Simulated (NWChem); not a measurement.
System: C₄H₄F₂; SMILES C(=C)/C(F)=C/F

The following NWChem deck was run.

```
start job
memory heap 200 mb stack 900 mb global 1100 mb
geometry units angstroms noautosym nocenter noautoz
  C     -0.047024     2.459461     0.000000
  C     -0.689467     1.270660     0.000000
  C     -0.015489    -0.013773     0.000000
  F      1.330908     0.005879     0.000000
  C     -0.663795    -1.205565     0.000000
  F     -0.012885    -2.372273     0.000000
  H      1.052101     2.507973     0.000000
  H     -0.604923     3.406485     0.000000
  H     -1.791321     1.228092     0.000000
  H     -1.761594    -1.285248     0.000000
end
basis spherical
  * library def2-svp
end
dft
  xc m05-2x
  iterations 150
end
cosmo
  dielec 37.5
end
task dft energy
```

Excerpt of the output:

```
             Northwest Computational Chemistry Package (NWChem) 7.3.0
             --------------------------------------------------------

                             Geometry "geometry" -> ""
                             -------------------------

 Output coordinates in angstroms (scale by  1.889725989 to convert to a.u.)

  No.       Tag          Charge          X              Y              Z
 ---- ---------------- ---------- -------------- -------------- --------------
    1 C                    6.0000    -0.04702400     2.45946100     0.00000000
    2 C                    6.0000    -0.68946700     1.27066000     0.00000000
    3 C                    6.0000    -0.01548900    -0.01377300     0.00000000
    4 F                    9.0000     1.33090800     0.00587900     0.00000000
    5 C                    6.0000    -0.66379500    -1.20556500     0.00000000
    6 F                    9.0000    -0.01288500    -2.37227300     0.00000000
    7 H                    1.0000     1.05210100     2.50797300     0.00000000
    8 H                    1.0000    -0.60492300     3.40648500     0.00000000
    9 H                    1.0000    -1.79132100     1.22809200     0.00000000
   10 H                    1.0000    -1.76159400    -1.28524800     0.00000000

 Effective nuclear repulsion energy (a.u.)     218.1158447574

                                 NWChem DFT Module
                                 -----------------

 Summary of "ao basis" -> "ao basis" (spherical)
 ------------------------------------------------------------------------------
       Tag                 Description            Shells   Functions and Types
 ---------------- ------------------------------  ------  ---------------------
 C                          def2-svp                 6       14   3s2p1d
 F                          def2-svp                 6       14   3s2p1d
 H                          def2-svp                 3        5   2s1p

 in cosmo_initialize ...

 solvent parameters
 solvname_short: unkn
 solvname_long:  unknown
 dielec:       37.5000

          ---------------
          -cosmo- solvent
          ---------------
 Cosmo: York-Karplus, doi: 10.1021/jp992097l
 dielectric constant -eps-     =  37.50
 screen = (eps-1)/(eps    )    =   0.97333
 surface charge correction     = lagrangian

   van der Waals surface
 --------------------------

[...]

                                   COSMO solvation results
                                   -----------------------

                 gas phase energy =      -354.133991951160
                 sol phase energy =      -354.140334224252
 (electrostatic) solvation energy =         0.006342273092 (    3.98 kcal/mol)

                       DFT Final Molecular Orbital Analysis
                       ------------------------------------

 Vector   21  Occ=2.000000D+00  E=-4.390905D-01
              MO Center= -2.4D-01,  1.5D+00,  5.3D-11, r^2= 3.4D+00
   Bfn.  Coefficient  Atom+Function         Bfn.  Coefficient  Atom+Function
  ----- ------------  ---------------      ----- ------------  ---------------
     4      0.262760   1 C  px               18     -0.257145   2 C  px
    33     -0.248777   3 C  py               95      0.247350   9 H  s
    85      0.243143   7 H  s                90     -0.241638   8 H  s
    47     -0.178699   4 F  py               50      0.134132   4 F  py
     5     -0.133035   1 C  py               86      0.130884   7 H  s

 Vector   22  Occ=2.000000D+00  E=-3.904645D-01
              MO Center= -2.0D-01,  8.1D-01, -4.3D-10, r^2= 2.7D+00
   Bfn.  Coefficient  Atom+Function         Bfn.  Coefficient  Atom+Function
  ----- ------------  ---------------      ----- ------------  ---------------
    20      0.351319   2 C  pz               34      0.268081   3 C  pz
     6      0.256396   1 C  pz               48      0.248210   4 F  pz
    23      0.241295   2 C  pz               51     -0.192745   4 F  pz
    62      0.171642   5 C  pz                9      0.151481   1 C  pz
    76      0.139768   6 F  pz               37      0.133472   3 C  pz

 Vector   23  Occ=2.000000D+00  E=-2.910741D-01
              MO Center= -2.8D-01,  3.3D-01,  2.3D-10, r^2= 3.8D+00
   Bfn.  Coefficient  Atom+Function         Bfn.  Coefficient  Atom+Function
  ----- ------------  ---------------      ----- ------------  ---------------
    62      0.357722   5 C  pz                6     -0.307702   1 C  pz
    34      0.287968   3 C  pz                9     -0.254729   1 C  pz
    65      0.248627   5 C  pz               20     -0.208570   2 C  pz
    76      0.207465   6 F  pz               37      0.195175   3 C  pz
    79     -0.178425   6 F  pz               23     -0.155637   2 C  pz

 Vector   24  Occ=0.000000D+00  E= 2.882314D-04
              MO Center= -3.5D-01,  7.5D-01,  1.1D-10, r^2= 4.1D+00
   Bfn.  Coefficient  Atom+Function         Bfn.  Coefficient  Atom+Function
  ----- ------------  ---------------      ----- ------------  ---------------
     9      0.502279   1 C  pz               65      0.410623   5 C  pz
    23     -0.372264   2 C  pz               62      0.371161   5 C  pz
     6      0.352637   1 C  pz               20     -0.271319   2 C  pz
    37     -0.245618   3 C  pz               34     -0.239607   3 C  pz
    76      0.147425   6 F  pz               79     -0.144293   6 F  pz

 Vector   25  Occ=0.000000D+00  E= 1.136692D-01
              MO Center= -7.5D-01,  2.3D-01,  1.2D-10, r^2= 5.8D+00
   Bfn.  Coefficient  Atom+Function         Bfn.  Coefficient  Atom+Function
  ----- ------------  ---------------      ----- ------------  ---------------
     3      1.048372   1 C  s                31     -0.879189   3 C  s
    96     -0.808505   9 H  s               101     -0.787803  10 H  s
    91     -0.686291   8 H  s                63     -0.461333   5 C  px
    59      0.449401   5 C  s                64      0.450030   5 C  py
    21     -0.399814   2 C  px               22     -0.382961   2 C  py

[...]
```

Level: M05-2X/def2-SVP, COSMO on the gas-phase geometry. Coordinates come from a PBE-D3(BJ)/def2-SVP optimisation. COSMO prints the solvation energy as gas minus solution, so a positive value is a stabilisation.
